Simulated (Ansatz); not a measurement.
Mulliken charges of `BBC=N` from PBE/def2-TZVPP in Ansatz (PBE0-D4/def2-TZVP geometry).

| atom | x (Å) | y (Å) | z (Å) | charge (e) |
| --- | --- | --- | --- | --- |
| B1 | -0.626 | 1.257 | -0.702 | -0.068 |
| B2 | 0.514 | 0.107 | -0.477 | -0.027 |
| C3 | 0.237 | -1.216 | 0.306 | -0.027 |
| N4 | 0.119 | -1.301 | 1.571 | -0.224 |
| H5 | -1.287 | 1.296 | -1.702 | 0.037 |
| H6 | -0.852 | 2.102 | 0.119 | 0.040 |
| H7 | 1.631 | 0.252 | -0.898 | 0.032 |
| H8 | 0.183 | -2.163 | -0.248 | 0.089 |
| H9 | 0.170 | -0.381 | 2.015 | 0.149 |

Question: By hand: the dipole of these point charges (1 e Å = 4.8032 D).

Answer: Σ q r = (0.008, 0.127, -0.108) e Å, of length 0.167 e Å = 0.80 D.

Question: How does the dipole of the full density compare? (An estimate is asked.)

Answer: The calculation gave: (0.041, 0.232, -0.249) e Å, 1.65 D; the point charges give 0.48 times that, at 8° from its direction.

Point charges leave out the atoms' own dipoles, such as those of lone pairs, and Mulliken's split depends on the basis, so the two needn't agree.
